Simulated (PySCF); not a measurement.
Compound: C6H8BF3O3.
Bonds: C1–O2, O2–C3, C3–C4 (double), C4–C5, C5–C6, C6–F7, C6–F8, C6–F9, C4–O10, O10–B11, B11–O12, O12–C13 (double), C3–C13. Hydrogens: H14, H15, H16 on C1; H17, H18 on C5; H19, H20 on B11; H21 on C13.

The calculation used PBE0-D3(BJ)/def2-SVP geometry optimisation, gas phase (PySCF 2.14.0).

(1) What internal coordinates does the optimisation give?

## Answers

(1) 
| bond | length (Å) |
| --- | --- |
| C1–O2 | 1.403 |
| O2–C3 | 1.356 |
| C3=C4 | 1.409 |
| C4–C5 | 1.497 |
| C5–C6 | 1.516 |
| C6–F7, C6–F8, C6–F9 | 1.334 |
| C4–O10 | 1.269 |
| O10–B11 | 1.536 |
| B11–O12 | 1.520 |
| O12=C13 | 1.276 |
| C3–C13 | 1.395 |
| C1–H14, C1–H15, C1–H16 | 1.102 |
| C5–H17, C5–H18 | 1.098 |
| B11–H19 | 1.225 |
| B11–H20 | 1.209 |
| C13–H21 | 1.099 |

Bonds in one row agree within 0.01 Å and their mean is given. A selection of angles:
| angle | degrees |
| --- | --- |
| C1–O2–C3 | 118.0 |
| O2–C3–C4 | 117.5 |
| O2–C3–C13 | 125.8 |
| C4–C3–C13 | 115.2 |
| C3–C4–C5 | 120.3 |
| C3–C4–O10 | 121.9 |
| C5–C4–O10 | 117.6 |
| C4–C5–C6 | 112.7 |
| C5–C6–F7 | 111.4 |
| C5–C6–F8 | 110.2 |
| F7–C6–F8 | 108.0 |
| C4–O10–B11 | 117.9 |
| O10–B11–O12 | 105.1 |
| B11–O12–C13 | 116.9 |
| C3–C13–O12 | 122.9 |

Torsions: C1–O2–C3–C4 -142° (anticlinal); O2–C3–C4–C5 11° (synperiplanar); C3–C4–C5–C6 81° (synclinal); C4–C5–C6–F7 59° (synclinal); C3–C4–O10–B11 13° (synperiplanar); C4–O10–B11–O12 -43° (synclinal); O10–B11–O12–C13 45° (synclinal); B11–O12–C13–C3 -17° (synperiplanar); O2–C3–C13–O12 177° (antiperiplanar). The mirror-image conformer, all signs reversed, is as good.

O12 (oxygen bonded to B and C) is bent (angle 116.9°). The 6-membered ring C3–C4–O10–B11–O12–C13 has internal angles of 105.1° to 122.9°; it is puckered, 0.19 Å rms from its mean plane, widest ring torsion 45°. The 4 C–C bonds span 1.395 Å (C3–C13, drawn single in a drawing that doesn't fit all lengths) to 1.516 Å (C5–C6, drawn single in a drawing that doesn't fit all lengths), a spread of 0.121 Å. The C–O distances run from 1.269 Å (C4–O10, drawn single in a drawing that doesn't fit all lengths) to 1.403 Å (C1–O2, drawn single in a drawing that doesn't fit all lengths), a spread of 0.134 Å. B11 (four-coordinate boron) is distorted tetrahedral (angles from 105.1° to 117.4°). Of the pairs four or more bonds apart, C1···H21 is among the closest relative to their van der Waals radii: 2.63 Å, 91 % of the sum of Bondi's values.

Point group: C1 (no symmetry element, even within 0.4 Å). PBE0-D3(BJ)/def2-SVP frequencies: not computed here. One conformer, not necessarily the lowest.
